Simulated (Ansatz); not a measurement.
Cartesian coordinates in Å:
```
C -1.5759 1.6553 0.6744
O -0.6378 0.6753 0.3314
Al -0.0616 0.0134 -1.1143
Si 1.6159 -1.6899 -0.6222
S 1.7550 -1.7594 1.5241
H -1.0917 2.4545 1.2444
H -2.0523 2.1033 -0.2062
H -2.3597 1.2201 1.3024
H -0.6407 0.5429 -2.4942
H 1.2558 -3.0412 -1.1404
H 2.9557 -1.3822 -1.2008
H 0.8371 -0.7921 1.7012
```

The species carries charge 0 and has multiplicity 1.

Q: List the PBE0/def2-TZVPP orbital energies in eV (Ansatz). (Estimate.)

A: Computed: Occupied: -2422.07, -1802.78, -1528.05, -522.56, -279.47, -217.43, -161.25, -161.19, -161.07, -145.08, -113.92, -99.77, -99.72, -99.71, -74.03, -73.86, -73.83, -28.02, -20.21, -19.08, -14.58, -13.70, -12.70, -12.68, -11.17, -10.34, -9.96, -9.44, -8.52, -8.51, -7.56, -7.18. Lowest empty: -1.55, -0.47, -0.08, 1.05, 1.15, 1.58, 2.01, 2.10.
